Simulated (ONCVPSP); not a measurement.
What one change does to a pseudopotential (lead, ONCV)

ONCVPSP 4.0.1 input, shortened (lines: element, Z, core and valence counts, functional; n l f; lmax; l rc ep ncon nbas qcut; lloc lpopt rc5 dvloc0; l nproj debl; icmod fcfact rcfact), PBEsol, scalar-relativistic:

```
  Pb 82.00   10    5  -116133      upf
    1    0    2.00
    2    0    2.00
    2    1    6.00
    3    0    2.00
    3    1    6.00
    3    2   10.00
    4    0    2.00
    4    1    6.00
    4    2   10.00
    4    3   14.00
    5    0    2.00
    5    1    6.00
    5    2   10.00
    6    0    1.50
    6    1    2.50
    2
    0    1.45    0.00    4    8    6.70
    1    1.40    0.00    3    8    8.50
    2    1.75    0.00    4    8   10.40
    4    5    1.10    6.00
    0    2    3.10
    1    2    0.80
    2    2    2.70
    2    0.55    1.15
```

Change: d: rc 1.54.

Cutoffs: the cutoffs (Ha) at which the residual kinetic energy of the hardest occupied pseudo-wave falls to 1 and 0.1 mHa per electron; they do not see the model core or the augmentation charge, which bear on the density cutoff. Errors are all-electron minus pseudo energies relative to the spin-unpolarised reference configuration.

Predict the effect on cutoff, ghosts and configuration errors.

The potential gets neither clearly harder nor softer (28 Ha and 70 Ha → 26 Ha and 70 Ha); the errors of the 4 common tests hardly move; neither file shows a bound ghost.

| quantity | base | changed |
| --- | --- | --- |
| cutoff, loose | 28 Ha | 26 Ha |
| cutoff, tight | 70 Ha | 70 Ha |
| loose cutoff by channel | s 22 Ha, p 19 Ha, d 28 Ha | s 22 Ha, p 19 Ha, d 26 Ha |
| bound ghosts | none | none |
| GHOST(+) flags under 300 eV | none | none |
| error for 5s2 5p6 5d10 6s2 6p2, meV [ΔE -4.34 eV] | +0.2 | +0.2 |
| error for 5s2 5p6 5d10 6s2 6p1, meV [ΔE 2.26 eV] | -2.4 | -2.4 |
| error for 5s2 5p6 5d10 6s2 6p0, meV [ΔE 15.71 eV] | -8.3 | -8.3 |
| error for 5s2 5p6 5d9 6s2 6p3, meV [ΔE 14.95 eV] | -12 | -11 |
| s: phases at 1.47 bohr within 0.05 rad from the reference energy up to (Ha; the scan ends near 5) | to the end of the scan | to the end of the scan |
| p: phases at 1.42 bohr within 0.05 rad from the reference energy up to (Ha; the scan ends near 5) | to the end of the scan | to the end of the scan |
| rms error of d²Exc/dni dnj with the model core, mHa | 1.38 | 1.39 |
